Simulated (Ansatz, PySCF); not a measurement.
This PySCF input computes a CAM-B3LYP/def2-TZVPD energy:

```python
from pyscf import gto, scf, dft

mol = gto.M(
    atom='''
    C     1.68957769   -1.01846461    0.20852227
    O     0.92997032    0.14367055    0.53707130
    C    -0.31388717    0.24085973   -0.01845277
    C    -1.29710699   -0.85549279    0.32063892
    F    -0.79755632    1.43887045    0.39631746
    F    -0.20215478    0.32902431   -1.39353573
    H     1.27287992   -1.91246484    0.67872735
    H     1.74621761   -1.15822264   -0.87188119
    H     2.68648429   -0.84084498    0.60281342
    H    -2.26485741   -0.60850466   -0.11106890
    H    -1.39007280   -0.93370737    1.40265434
    H    -0.96451544   -1.80808653   -0.08710151
    ''',
    basis='def2-tzvpd',
    charge=0,
    spin=0,
    verbose=4,
)

mf = dft.RKS(mol, xc='camb3lyp').density_fit(auxbasis='def2-universal-jkfit')
mf.grids.level = 3
mf.conv_tol = 1e-9
mf.max_cycle = 100
mf.max_memory = 1500
mf.kernel()
if not mf.converged:
    mf = mf.newton()
    mf.kernel(mf.make_rdm1())
mf.analyze()
```

### Question
Write an input for the same energy in Ansatz (an electronic-structure program) and say what it gives.

### Answer

Ansatz 0.2 input:
```yaml
crystal:
  periodic: [false, false, false]
  atoms:
    - {symbol: C, position_ang: [1.68957769, -1.01846461, 0.20852227]}
    - {symbol: O, position_ang: [0.92997032, 0.14367055, 0.53707130]}
    - {symbol: C, position_ang: [-0.31388717, 0.24085973, -0.01845277]}
    - {symbol: C, position_ang: [-1.29710699, -0.85549279, 0.32063892]}
    - {symbol: F, position_ang: [-0.79755632, 1.43887045, 0.39631746]}
    - {symbol: F, position_ang: [-0.20215478, 0.32902431, -1.39353573]}
    - {symbol: H, position_ang: [1.27287992, -1.91246484, 0.67872735]}
    - {symbol: H, position_ang: [1.74621761, -1.15822264, -0.87188119]}
    - {symbol: H, position_ang: [2.68648429, -0.84084498, 0.60281342]}
    - {symbol: H, position_ang: [-2.26485741, -0.60850466, -0.11106890]}
    - {symbol: H, position_ang: [-1.39007280, -0.93370737, 1.40265434]}
    - {symbol: H, position_ang: [-0.96451544, -1.80808653, -0.08710151]}
basis:
  gaussian:
    orbitals: def2-TZVPD
hamiltonian:
  xc: {name: CAM-B3LYP}
output: {forces: true}
```
It gives -392.88370 Eh, and PySCF -392.88383 Eh, a difference of 0.13 mEh, from the treatment of integrals and grids.
